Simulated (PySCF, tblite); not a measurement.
Isomers of C5H7O2PS, one GFN2-xTB conformer each. Single-point energies are computed at PBE0/pcSseg-1 (PySCF, gas phase, no added dispersion term), electronic only.

| SMILES | GFN2-xTB relative energy (kJ/mol) |
| --- | --- |
| C[P@@](=O)(O)c1ccsc1 | 0.0 |
| COc1pcsc1OC | 280.7 |

Conformers: `[CH3:1][P@@:2](=[O:3])([OH:4])[c:5]1[cH:6][cH:7][s:8][cH:9]1` with C1–P2–O4–H -136°, C1–P2–C5–C6 108°; `[CH3:1][O:2][c:3]1[p:4][cH:5][s:6][c:7]1[O:8][CH3:9]` with C1–O2–C3–P4 0°, S6–C7–O8–C9 2°.

Task: What does PBE0/pcSseg-1 give for the same structures?

Result: 
```
              SMILES  PBE0/pcSseg-1 E (Eh)  PBE0/pcSseg-1 (kJ/mol)  GFN2-xTB (kJ/mol)  point group
C[P@@](=O)(O)c1ccsc1           -1084.05832                     0.0                0.0           C1
         COc1pcsc1OC           -1083.94863                   288.0              280.7            –
```

Both levels put the same isomer lowest. As drawn, the lower has an O–H bond and a P=O bond, which the higher lacks.

Task: Which frontier levels, dipoles and rotational constants go with these structures?

Result: 
| SMILES | HOMO (eV, PBE0/pcSseg-1) | LUMO (eV) | dipole (D) | A, B, C (MHz) |
| --- | --- | --- | --- | --- |
| C[P@@](=O)(O)c1ccsc1 | -7.36 | -0.98 | 2.46 | 2621, 736.2, 675.6 |
| COc1pcsc1OC | -5.91 | -1.17 | 1.40 | 1692, 1110, 676.2 |

Task: What happens when harmonic zero-point energies from GFN2-xTB frequencies are added?

Result: 
```tsv
SMILES	ZPE (kJ/mol)	electronic (kJ/mol)	with ZPE (kJ/mol)
C[P@@](=O)(O)c1ccsc1	289.3	0.0	0.0
COc1pcsc1OC	293.5	288.0	292.2
```

The zero-point energies span 4.2 kJ/mol. The order is unchanged.
